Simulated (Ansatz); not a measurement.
Species: C2H6ClSi, SMILES `C[CH][SiH2]Cl` (C–C–Si–Cl torsion 180°) (charge 0, multiplicity 2).

### Question
Give a relaxed geometry from B3LYP-D3(BJ)/def2-TZVP run with Ansatz (a program for electronic structure).

### Answer
One answer among several that fit: the end point of this relaxation, one of several conformers (outside a Z-matrix the atoms follow the SMILES, hydrogens last).
Z-matrix (Å, degrees):
```
C
H 1 1.0855
C 1 1.4911 2 116.71
H 3 1.0917 1 113.04 2 179.86
H 3 1.0967 4 107.59 1 123.08
H 3 1.0967 4 107.58 5 113.87
Si 1 1.8323 2 119.85 3 -179.99
H 7 1.4823 1 111.84 2 119.73
H 7 1.4823 8 107.79 1 -123.36
Cl 7 2.0715 8 107.78 9 -116.06
```
